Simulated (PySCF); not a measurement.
ClF2Si (calculated)

Computed with PySCF 2.14.0. Calculation on a computer-drawn molecule: optimised geometry and harmonic frequencies of an isolated molecule of the commonest isotopes, restricted reference for singlets and unrestricted otherwise, frozen core in MP2.

```yaml
- formula: ClF2Si
  start_structure:
    atoms_angstrom:
      - [F, -2.3945, 0.634, 1.3353]
      - [Si, -1.0498, -0.2261, 1.3477]
      - [F, -1.0857, -1.1443, 0.0424]
      - [Cl, 0.5436, 1.0391, 1.2207]
  given:
    charge: 0
    multiplicity: 2
    method: MP2
    basis: "cc-pV(D+d)Z"
    drawn_bonds_atom: [1, 2, 2]
    drawn_bonds_other_atom: [2, 3, 4]
    drawn_bonds_order: [1, 1, 1]
  results:
    optimised_atom_element: [F, Si, F, Cl]
    "optimised_atom_x [angstrom]": [-2.414, -1.047, -1.08, 0.5543]
    "optimised_atom_y [angstrom]": [0.6465, -0.2213, -1.166, 1.044]
    "optimised_atom_z [angstrom]": [1.347, 1.344, 0.02955, 1.225]
    "modes_frequency [cm^-1]": [214.5, 261.0, 348.4, 574.2, 854.3, 931.2]
    "modes_reduced_mass [dalton]": [22.48, 22.02, 22.56, 29.16, 21.79, 22.43]
    "rotational_constants [GHz]": [7.053, 3.46, 2.482]
    "total_energy [hartree]": -948.0407
    spin_squared: 0.7537
    "convergence_status_largest_gradient_component [hartree/bohr]": 3.481e-06
```
